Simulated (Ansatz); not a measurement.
Start from `C#[C][AlH][CH2]C` and change one atom or group to get `C[CH2][AlH][AlH2]`.

Ansatz, PBE0-D4/def2-TZVP geometries, multiplicity 1. Each molecule was computed in one conformer, which needn't be the lowest.

```csv
property,`C#[C][AlH][CH2]C`
size of the dipole moment (B3LYP/def2-TZVPP) / D,0.67
HOMO energy (ωB97M-V/def2-TZVPP) / eV,-9.74
HOMO–LUMO gap (PBE0/def2-TZVPP) / eV,6.07
LUMO energy (PBE/def2-TZVPP) / eV,-2.26
HOMO–LUMO gap (ωB97M-V/def2-TZVPP) / eV,9.95
size of the dipole moment (PBE/def2-TZVPP) / D,0.73
```

Problem. Give the same properties after the change, and the shifts. (An estimate is asked.)

Solution. Computed: 
```tsv
property	`C[CH2][AlH][AlH2]`	shift
size of the dipole moment (B3LYP/def2-TZVPP) / D	1.01	0.34
HOMO energy (ωB97M-V/def2-TZVPP) / eV	-8.54	1.20
HOMO–LUMO gap (PBE0/def2-TZVPP) / eV	4.64	-1.43
LUMO energy (PBE/def2-TZVPP) / eV	-2.73	-0.47
HOMO–LUMO gap (ωB97M-V/def2-TZVPP) / eV	8.18	-1.77
size of the dipole moment (PBE/def2-TZVPP) / D	1.07	0.34
```

With PBE0 the HOMO rises by 0.91 eV and the LUMO falls by 0.52 eV, so the gap narrows by about 1.43 eV. PBE moves the HOMO by 0.70 eV and ωB97M-V by 1.20 eV. Dipoles are sizes alone; their direction can turn.

B3LYP here is the variant with VWN-RPA as its local correlation; programs differ in this.
